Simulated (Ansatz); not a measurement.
One change: `O[SiH2]N[SiH2][AlH2]` becomes `O[SiH2][NH][AlH2]`.

Ansatz, PBE0-D4/def2-TZVP geometries, multiplicity 1. Each molecule was computed in one conformer, which needn't be the lowest.

```tsv
property	`O[SiH2]N[SiH2][AlH2]`
HOMO–LUMO gap (ωB97M-V/def2-TZVPP) / eV	8.68
LUMO energy (ωB97M-V/def2-TZVPP) / eV	-0.47
LUMO energy (B3LYP/def2-TZVPP) / eV	-2.28
HOMO energy (ωB97M-V/def2-TZVPP) / eV	-9.15
HOMO energy (B3LYP/def2-TZVPP) / eV	-6.90
LUMO energy (PBE/def2-TZVPP) / eV	-2.86
```

Task: What does the change do to each property? (An estimate is asked.)

Result: The calculation gave: 
```
                               property  `O[SiH2][NH][AlH2]`  shift
HOMO–LUMO gap (ωB97M-V/def2-TZVPP) / eV                11.01   2.33
  LUMO energy (ωB97M-V/def2-TZVPP) / eV                 0.68   1.15
    LUMO energy (B3LYP/def2-TZVPP) / eV                -1.12   1.16
  HOMO energy (ωB97M-V/def2-TZVPP) / eV               -10.33  -1.18
    HOMO energy (B3LYP/def2-TZVPP) / eV                -7.77  -0.87
      LUMO energy (PBE/def2-TZVPP) / eV                -1.69   1.17
```

With PBE0 the HOMO falls by 0.91 eV and the LUMO rises by 1.18 eV, so the gap widens by about 2.09 eV. PBE moves the HOMO by -0.73 eV and ωB97M-V by -1.18 eV.

B3LYP here is the variant with VWN-RPA as its local correlation; programs differ in this.
